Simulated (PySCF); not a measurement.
PySCF 2.14 output of an unrestricted r2SCAN calculation on a single atom or ion in aug-cc-pwCVDZ-PP with ECP28MDF (6s6p5d3f, 70 functions), with scalar relativity through the core potential:

```
SCF conv_tol = 1e-09
number electrons alpha = 10  beta = 7
    J. W. Furness, A. D. Kaplan, J. Ning, J. P. Perdew, and J. Sun.,  J. Phys. Chem. Lett. 11, 8208-8215 (2020)
    J. W. Furness, A. D. Kaplan, J. Ning, J. P. Perdew, and J. Sun.,  J. Phys. Chem. Lett. 11, 9248-9248 (2020)
    J. W. Furness, A. D. Kaplan, J. Ning, J. P. Perdew, and J. Sun.,  J. Phys. Chem. Lett. 11, 8208-8215 (2020)
    J. W. Furness, A. D. Kaplan, J. Ning, J. P. Perdew, and J. Sun.,  J. Phys. Chem. Lett. 11, 9248-9248 (2020)
cycle= 1 E= -94.5529109564301  delta_E= -0.0181  |g|= 0.0566  |ddm|= 0.679
cycle= 2 E= -94.5511620681858  delta_E= 0.00175  |g|= 0.0847  |ddm|= 0.181
cycle= 3 E= -94.5538620875341  delta_E= -0.0027  |g|= 0.0141  |ddm|= 0.0922
cycle= 4 E= -94.5539830705598  delta_E= -0.000121  |g|= 0.0019  |ddm|= 0.0334
cycle= 5 E= -94.5539902914738  delta_E= -7.22e-06  |g|= 0.000296  |ddm|= 0.0156
cycle= 6 E= -94.553991066849  delta_E= -7.75e-07  |g|= 2.41e-05  |ddm|= 0.00844
cycle= 7 E= -94.5539910700747  delta_E= -3.23e-09  |g|= 3.42e-06  |ddm|= 0.000364
cycle= 8 E= -94.553991070098  delta_E= -2.33e-11  |g|= 7.15e-07  |ddm|= 2.9e-05
converged SCF energy = -94.553991070098  <S^2> = 3.8184549  2S+1 = 4.0340822
```

The run itself started from symmetry-adapted Hartree-Fock orbitals and held the occupation by maximum overlap, on a logarithmic radial grid, so the iterations belong to that start.

**Question.** Which element, charge and spin multiplicity is this?

**Answer.** Ru⁻ (ruthenium, charge -1), multiplicity 4; the state was [Kr] 4d7 5s2, high-spin 4F determinant.

Energies and moments cover only the electrons outside the core potential. ⟨S²⟩ = 3.82 against 3.75 shows spin contamination. At r2SCAN the highest occupied level has a positive energy, so only the finite basis holds that electron; in a semilocal or global hybrid functional this comes from self-interaction and does not mean that the real anion is unbound.
